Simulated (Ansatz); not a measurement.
Coupled-cluster run, Al₂H₆Si₂ (`[SiH3][Al]1[AlH][SiH2]1`).

```yaml
crystal:
  periodic: [false, false, false]
  atoms:
    - {symbol: Si, position_ang: [-1.426522, 1.264608, -1.412124]}
    - {symbol: Al, position_ang: [-0.140146, -0.429826, -0.177045]}
    - {symbol: Al, position_ang: [0.541990, -2.376000, 1.198868]}
    - {symbol: Si, position_ang: [1.875476, -0.449268, 1.195483]}
    - {symbol: H, position_ang: [-1.958551, 0.687172, -2.679246]}
    - {symbol: H, position_ang: [-2.589660, 1.742297, -0.611543]}
    - {symbol: H, position_ang: [-0.589818, 2.446672, -1.761473]}
    - {symbol: H, position_ang: [0.798272, -3.933744, 1.336526]}
    - {symbol: H, position_ang: [0.619901, 0.509798, 1.257187]}
    - {symbol: H, position_ang: [2.952157, 0.487091, 1.656368]}
basis:
  gaussian: {orbitals: def2-SVP}
correlation: {method: ccsd_t}
```

```sh
$ ansatz run in.yaml --threads 4 --pin off --events-out ev --progress --plain
```

The program prints (abridged):

```
Functional definition: HF
962 factors; integrals over basis functions are off by at most 1.2e-3 eV
mean field evaluation 1: about -28972.4736 eV, gradient 1.5e1 eV
mean field evaluation 2: about -28972.4778 eV, gradient 1.5e1 eV
mean field evaluation 4: about -28974.1534 eV, gradient 2.0e0 eV
mean field evaluation 8: about -28974.1815 eV, gradient 4.2e-4 eV
mean field -28974.18153876 eV, -1064.7815321438 hartree, gradient 2.6e-6 eV, S^2 0.000000; 0 other end points of the search recorded, 0 dependent functions left out
20 core orbitals not correlated: weight in the atoms' cores, before any rotation towards them, 1.000 or more for the frozen orbitals, at most 0.000 for the correlated occupied ones
reference -28974.18153876 eV, -1064.7815321438 hartree; 10, 10 occupied and 72, 72 virtual orbitals, 962 factors
second order -8.92877496 eV of doubles, -0.00000000 eV of singles
cycle   1  -10.16699919 eV  change    -1.2e0 eV  update   1.0e-1
cycle   2  -10.64283401 eV  change   -4.8e-1 eV  update   3.5e-2
cycle   3  -10.69371182 eV  change   -5.1e-2 eV  update   1.3e-2
cycle   4  -10.68924966 eV  change    4.5e-3 eV  update   5.0e-3
cycle   5  -10.68755268 eV  change    1.7e-3 eV  update   2.0e-3
cycle   6  -10.68738532 eV  change    1.7e-4 eV  update   8.5e-4
cycle   7  -10.68754148 eV  change   -1.6e-4 eV  update   3.4e-4
cycle   8  -10.68761586 eV  change   -7.4e-5 eV  update   1.3e-4
cycle   9  -10.68760013 eV  change    1.6e-5 eV  update   4.5e-5
cycle  10  -10.68758646 eV  change    1.4e-5 eV  update   1.7e-5
perturbative correction -0.42569739 eV, -0.0156440906 hartree
Total energy: -28985.29482262 eV, -1065.1899377927 hartree
```

Hardware: 4 threads of a server CPU on a shared host. Wall time 1.9 s, peak host memory 0.31 GiB.

Correlation energy per correlated electron: -0.556 eV. T1 diagnostic: 0.0169.
